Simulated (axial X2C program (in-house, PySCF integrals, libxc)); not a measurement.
## Potential curves of YSi, two-component

All values were computed with an in-house relativistic program for diatomic molecules. Two-component (2c) means X2C with spin–orbit coupling and atomic mean-field two-electron Coulomb and Gaunt terms. Basis: Y dyall-cv3z [11s12p9d6f3g], Si dyall-v3z [8s7p2d1f] (cores contracted in-house); Gaussian nuclei, density fitting, unrestricted open shells. Masses: Y 88.906 u, Si 27.977 u.

State: Ω = 3/2 (⟨Sz⟩ = 1.50, ⟨Lz⟩ = 0.00 at HF). Energies in eV from the lowest point of each curve. Fits are polynomials in 1 − R0/R over 0.85 to 1.23 times the lowest point R0.

| R (Å) | HF |
| --- | --- |
| 2.4288 | 0.5543 |
| 2.5089 | 0.3032 |
| 2.5889 | 0.1390 |
| 2.6690 | 0.0435 |
| 2.7624 | 0.0000 |
| 2.8558 | 0.0117 |
| 2.9759 | 0.0847 |

The state is a single determinant with fixed occupations, the lowest that a limited PBE0 search found. PBE0 can misorder states that lie within some tenths of an eV, so this need not be the ground state of the molecule. The nearest other 2c determinant of the search, Ω = 1/2, lies 0.15 eV up at the distance of the search. With several unpaired electrons one determinant need not be a pure state. This is the top spin component of a Σ state; components of lower Ω are not single determinants and can lie lower. The determinant is spin-polarised beyond a pure state at some levels (its spin-free form has ⟨S²⟩ too high), which makes Re and μ there less reliable.

(1) What are Re and ωe at the HF level?

Results:

(1) At HF, 2c: Re = 2.786 Å, ωe ≈ 273 cm⁻¹; Be follows as 0.102 cm⁻¹.
